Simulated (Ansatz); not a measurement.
This geometry of ClH3Sn + H (6 atoms, charge 0, multiplicity 2) is a first-order saddle point.

These are results of Ansatz 0.2.0, UKS PBE/def2-TZVP, not measurements.

```xyz
6
Properties=species:S:1:pos:R:3
Sn 0.000 0.000 -0.003
Cl 0.001 0.000 2.442
H 1.648 0.000 -0.486
H -0.823 1.427 -0.486
H -0.823 -1.427 -0.486
H -0.001 0.000 4.271
```

**Question.** Which two structures does it join? (They come from a converged band through this point; their orientation in space is the band's.)

**Answer.** Bonds broken: Sn1–Cl2. Bonds formed: Cl2–H6. ClH3Sn + H becomes ClH + H3Sn.

Initial state:

```xyz
6
Properties=species:S:1:pos:R:3
Sn 0.002 0.000 -0.273
Cl 0.012 0.000 2.084
H 1.647 0.000 -0.755
H -0.824 1.427 -0.743
H -0.824 -1.427 -0.743
H -0.012 0.000 5.682
```

Final state:

```xyz
6
Properties=species:S:1:pos:R:3
Sn 0.002 0.000 -0.399
Cl 0.010 0.000 3.653
H 1.630 0.000 -0.989
H -0.816 1.412 -0.979
H -0.816 -1.412 -0.979
H -0.006 0.000 4.944
```

**Question.** How far does it lie above each of them?

**Answer.** 0.157 eV above the first and 0.689 eV above the second. This is the barrier of this one path; another mechanism may lie lower.

Run time: 82 s on 4 threads of Arm Neoverse V2 (shared host), peak memory 0.21 GiB.
